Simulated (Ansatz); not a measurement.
Compare A (`S[SiH]1C=C1`) with its isomer B (`C1=CS[SiH2]1`).

Isolated molecules relaxed with PBE0-D4/def2-TZVP in Ansatz; ΔE leaves out vibrations. CBS: MP2 limit from def2 TZ/QZ plus the TZ coupled-cluster correction, frozen cores. DFT in def2-TZVPP. B3LYP here is the variant with VWN-RPA as its local correlation; programs differ in this. Each species was taken in one conformer, which may not be the lowest.

A:

```xyz
8

S     0.4497    1.1273   -1.9307
Si   -0.1915    0.4763   -0.0059
C     0.6892   -0.7947    0.9031
C    -0.4493   -1.2589    0.3680
H    -0.1118    2.3394   -1.7946
H    -0.9442    1.5733    0.6419
H     1.4942   -1.2357    1.4799
H    -0.9363   -2.2269    0.3383
```

B:

Z-matrix (Å, degrees):
```
Si
C 1 2.361
C 1 1.841 2 34.5
S 1 2.171 2 46.1 3 -180.0
H 1 1.484 2 125.3 3 89.5
H 1 1.484 2 125.3 3 -89.5
H 2 1.088 3 128.5 1 -180.0
H 3 1.081 1 139.8 2 180.0
```

Question: Which isomer does CCSD(T)/CBS put lower? Give the gap. (An estimate is asked.)

Answer: Computed: B, by 61.4 kJ/mol.

Question: Give E(B) − E(A) in kJ/mol with PBE0-D4, B3LYP, B2PLYP, LDA (SPW92), B3LYP-D4, CCSD(T)/def2-SVP, MP2/def2-TZVPP. (Best estimate.)

Answer: The calculation gave: PBE0-D4 -62.3, B3LYP -57.9, B2PLYP -60.6, LDA (SPW92) -68.2, B3LYP-D4 -60.7, CCSD(T)/def2-SVP -61.8, MP2/def2-TZVPP -63.6. None reverses the order clearly.

Question: Does the order hold for the free energy at 298.15 K (harmonic terms from PBE0-D4)? (Estimate.)

Answer: Ansatz gave: Yes: G(B) − G(A) = -53.3 kJ/mol, for one conformer each.

Largest T1 diagnostic: 0.013.

Leaving LDA and LC-ωPBE aside and taking each functional with its dispersion term where it has one, the values, not all of them listed here, spread over 12.9 kJ/mol, from revPBE-D4 to B97M-V. LDA lies −6.7 kJ/mol from PBE without D4. In def2-TZVPP, CCSD(T) changes the Hartree–Fock value by −6.1 kJ/mol (the triples alone add −2.4 kJ/mol) and MP2 by −8.2 kJ/mol.
